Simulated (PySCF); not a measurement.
Input of a run (PBE0-D3(BJ)/def2-SVP geometry optimisation, gas phase (PySCF 2.14.0)), started from a GFN2-xTB structure with every atom displaced at random (by about 0.01 Å):
```
{"job": {"xc": "PBE0", "basis": "def2-SVP", "d3": "d3bj", "grid": 1, "shake": 0.01, "kind": "geom"}, "charge": 0, "multiplicity": 1}
C     -1.866240     2.084270    -0.116860
C     -1.210490     0.947350    -0.167050
C     -1.950940    -0.294210    -0.386140
C     -1.498840    -1.565360    -0.251710
C     -0.252910    -2.091590     0.134220
C      0.899580    -1.409200     0.304670
C      1.136660    -0.000710     0.130260
C      2.609300     0.357850     0.207200
F      3.313330    -0.282650    -0.709450
F      3.129300    -0.008380     1.404480
F      2.852890     1.652850     0.071000
C      0.248610     0.997770    -0.055340
H     -2.987190     2.145700    -0.210830
H     -1.409210     3.057550     0.025860
H     -2.966030    -0.142900    -0.671150
H     -2.274600    -2.317620    -0.437690
H     -0.220900    -3.143430     0.303800
H      1.775420    -1.972540     0.588930
H      0.641540     1.992310    -0.143460
```

Output (energies in Eh, forces in Eh/bohr):
```
step   0  E = -645.49210279  max force = 0.053713
step   1  E = -645.49764492  max force = 0.010785
step   2  E = -645.49879248  max force = 0.006744
step   3  E = -645.49903943  max force = 0.003787
step   4  E = -645.49932151  max force = 0.002056
step   5  E = -645.49937561  max force = 0.002154
step   6  E = -645.49947615  max force = 0.000722
step   7  E = -645.49959763  max force = 0.002102
step   8  E = -645.49964538  max force = 0.003039
step   9  E = -645.49972180  max force = 0.001771
step  10  E = -645.49973470  max force = 0.000503
step  11  E = -645.49973936  max force = 0.000451
step  12  E = -645.49974214  max force = 0.000334
optimisation converged
```

Problem. Summarise the run.

Solution. The energy falls by 20.1 kJ/mol over 13 energy and gradient evaluations, the largest force component goes from 0.0537 to 3.3e-04 Eh/bohr, and the atoms move by 0.164 Å rms after alignment. The bond that changes most is C1=C2 (terminal =CH2 carbon to fully substituted alkene carbon), which lengthens by 0.042 Å. Bonds longer at the end by more than 0.005 Å: 10 of 19; shorter: 3. Among the angles that change most is H13–C1–H14, from 112.4° to 117.5°. Among the dihedrals that turn most is C12–C2–C3–C4, from 15° to 2°. The energy never rose by more than 1e-6 Eh on the way. The first step brought 73 % of the lowering.

Problem. What are the final bond lengths?

Solution. C1=C2 1.356 Å, C2–C3 1.462 Å, C3–C4 1.352 Å, C4–C5 1.446 Å, C5–C6 1.351 Å, C6–C7 1.452 Å, C7–C8 1.511 Å, C8–F9 1.340 Å, C8–F10 1.339 Å, C8–F11 1.333 Å, C7–C12 1.353 Å, C2–C12 1.461 Å, C1–H13 1.092 Å, C1–H14 1.092 Å, C3–H15 1.095 Å, C4–H16 1.094 Å, C5–H17 1.094 Å, C6–H18 1.093 Å, C12–H19 1.093 Å. Numbering counts from 1 in the input's order; the species is `C=C1C=CC=CC(C(F)(F)F)=C1`.

The run used 203 basis functions and 92 SCF cycles in all.

Stationary, but not proved a minimum.
